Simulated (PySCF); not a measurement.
Isomers of C8H11FSi, mass 154.061 u with the commonest isotopes. Computed with PBE0/pcSseg-1 in PySCF (dipole) on a GFN2-xTB geometry, gas phase. One conformer each, none proved a minimum here; rigid rotors.

**Question.** Order these by radius of gyration √(Σ m r²/M), smallest first.
A. `[CH:1]#[C:2][Si@@H:3]1[CH2:4][C@@H:5]([CH:6]2[CH2:7][CH2:8]2)[C@@H:9]1[F:10]` with C4–C5–C6–C7 -155°
B. `[CH:1]#[C:2][CH2:3][C@:4]([F:5])([C:6]#[C:7][CH3:8])[SiH2:9][CH3:10]` with C2–C3–C4–F5 -179°, C3–C4–Si9–C10 -172°
C. `CC#C[C@@H]1[SiH2][C@@H]2C[C@H]1[C@@H]2F`
D. `[F:1][C@@H:2]1[CH2:3][Si@@H:4]1[CH2:5][C:6]#[C:7][CH:8]1[CH2:9][CH2:10]1` with C3–Si4–C5–C6 96°

**Answer.** C (2.361 Å), B (2.399 Å), A (2.517 Å), D (3.123 Å).

**Question.** Order these by rotational constant A, smallest first.
A. `CC#C[C@@H]1[SiH2][C@@H]2C[C@H]1[C@@H]2F`
B. `[CH:1]#[C:2][Si@@H:3]1[CH2:4][C@@H:5]([CH:6]2[CH2:7][CH2:8]2)[C@@H:9]1[F:10]` with C4–C5–C6–C7 -155°
C. `[CH:1]#[C:2][CH2:3][C@:4]([F:5])([C:6]#[C:7][CH3:8])[SiH2:9][CH3:10]` with C2–C3–C4–F5 -179°, C3–C4–Si9–C10 -172°
D. `[F:1][C@@H:2]1[CH2:3][Si@@H:4]1[CH2:5][C:6]#[C:7][CH:8]1[CH2:9][CH2:10]1` with C3–Si4–C5–C6 96°

**Answer.** C (1025 MHz), A (2361 MHz), B (2683 MHz), D (3881 MHz).

**Question.** Order these by dipole moment, smallest first.
A. `CC#C[C@@H]1[SiH2][C@@H]2C[C@H]1[C@@H]2F`
B. `[CH:1]#[C:2][Si@@H:3]1[CH2:4][C@@H:5]([CH:6]2[CH2:7][CH2:8]2)[C@@H:9]1[F:10]` with C4–C5–C6–C7 -155°
C. `[CH:1]#[C:2][CH2:3][C@:4]([F:5])([C:6]#[C:7][CH3:8])[SiH2:9][CH3:10]` with C2–C3–C4–F5 -179°, C3–C4–Si9–C10 -172°
D. `[F:1][C@@H:2]1[CH2:3][Si@@H:4]1[CH2:5][C:6]#[C:7][CH:8]1[CH2:9][CH2:10]1` with C3–Si4–C5–C6 96°

**Answer.** B (1.58 D), A (1.79 D), C (1.99 D), D (2.14 D).

```csv
SMILES,point group,Ia (u·Å²),Ib (u·Å²),Ic (u·Å²),κ,μa (D),μb (D),μc (D)
CC#C[C@@H]1[SiH2][C@@H]2C[C@H]1[C@@H]2F,C1,214.07,740.01,762.93,-0.98,0.73,0.80,1.42
C#C[Si@@H]1C[C@@H](C2CC2)[C@@H]1F,C1,188.37,832.69,930.41,-0.94,0.43,1.48,0.32
C#CC[C@](F)(C#CC)[SiH2]C,C1,492.92,531.01,750.02,0.58,1.16,0.43,1.56
F[C@@H]1C[Si@@H]1CC#CC1CC1,C1,130.23,1417.73,1456.76,-0.99,1.70,1.19,0.50
```
